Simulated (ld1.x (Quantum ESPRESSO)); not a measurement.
# An all-electron radial function and its pseudo partner (P)

Columns: radius, all-electron u(r) and pseudo u(r) of the 3p shell (level -5.55 eV) of phosphorus in the configuration [Ne] 3s2 3p3; PW91, scalar-relativistic, ultrasoft scheme, ld1.x (Quantum ESPRESSO) 7.5.

```tsv
r (bohr)	all-electron	pseudo
0.088	0.1107	-0.0057
0.175	0.2391	-0.0223
0.262	0.2953	-0.0491
0.350	0.2823	-0.0853
0.438	0.2210	-0.1291
0.525	0.1333	-0.1781
0.612	0.0332	-0.2307
0.700	-0.0707	-0.2858
0.788	-0.1708	-0.3409
0.875	-0.2624	-0.3937
0.962	-0.3448	-0.4434
1.050	-0.4180	-0.4897
1.138	-0.4812	-0.5311
1.225	-0.5339	-0.5669
1.312	-0.5774	-0.5976
1.400	-0.6125	-0.6234
1.487	-0.6390	-0.6440
1.575	-0.6585	-0.6601
1.662	-0.6712	-0.6714
1.750	-0.6782	-0.6782
1.838	-0.6802	-0.6802
1.925	-0.6779	-0.6779
2.012	-0.6720	-0.6720
2.100	-0.6630	-0.6630
2.188	-0.6515	-0.6515
2.275	-0.6380	-0.6380
```

Problem. How many radial nodes do the two functions have?

Solution. The all-electron 3p function has n − l − 1 = 1; the pseudo-wave has 0, since the states of the same l below it are removed with the core.

Problem. At about which radius was the pseudo-wave matched?

Solution. 1.75 bohr. The columns agree to 0.0005 from 1.66 bohr on; several derivatives are matched, so the curves merge somewhat inside the radius.

Problem. Is the pseudo-wave norm-conserving?

Solution. No, it belongs to an ultrasoft set: the norm inside the radius is not constrained, and the difference is carried by the augmentation charge.
